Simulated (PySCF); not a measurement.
C3H5BFNO.

```xyz
12

C     -2.5899     0.1574    -1.0303
B     -1.4155    -0.3885    -0.1587
F     -1.6423    -1.2421     0.8298
C      0.0975     0.0214    -0.4247
N      1.0001    -0.2041     0.4521
C      2.3132     0.2445     0.3115
O      2.6410     1.4022     0.2361
H     -2.4699     1.2289    -1.2620
H     -3.5809    -0.0167    -0.5866
H     -2.5590    -0.3644    -2.0071
H      0.3688     0.5426    -1.3669
H      3.0459    -0.5980     0.3553
```

Coordinates come from a B3LYP-D3(BJ)/def2-SVP optimisation. The structure was generated by enumeration; whether it is a known compound was not checked. One conformer was computed; it need not be the lowest.

Computed with PBE/pcSseg-1 (PySCF). Non-relativistic, no solvent.

Computed absolute GIAO shielding of each atom: isotropic value and principal components (ppm):
```
atom  σ(iso)     σ11     σ22    σ33   span
----  ------  ------  ------  -----  -----
C1     172.1   149.9   178.3  188.0   38.0
B2      45.4   -21.9    71.6   86.4  108.3
F3     160.7   -43.3    65.8  459.6  502.9
C4       3.5   -68.3   -50.3  129.1  197.5
N5    -225.9  -569.7  -205.6   97.6  667.2
C6       1.0   -89.1    15.8   76.2  165.3
O7    -230.6  -705.6  -264.7  278.5  984.1
H8      30.1    27.0    28.2   34.9    7.9
H9      30.3    26.9    28.5   35.5    8.6
H10     30.4    27.2    28.0   35.9    8.7
H11     22.9    20.3    23.0   25.3    4.9
H12     21.5    20.3    21.2   23.0    2.7
```
